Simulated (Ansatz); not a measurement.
Name a neutral molecule of Br, C, In and H with size of the dipole moment (ωB97M-V/def2-TZVPP) between 3.15 and 3.45 D and size of the dipole moment (B3LYP/def2-TZVPP) between 3.25 and 3.55 D (Ansatz, PBE0-D4/def2-TZVP geometry).

`[CH3][InH][Br]` (3.38 D, 3.33 D); `[CH3][In]([Br])[Br]` (3.35 D, 3.37 D). Other molecules can fit too; these were computed, each in one conformer that needn't be the lowest.

B3LYP here is the variant with VWN-RPA as its local correlation; programs differ in this.
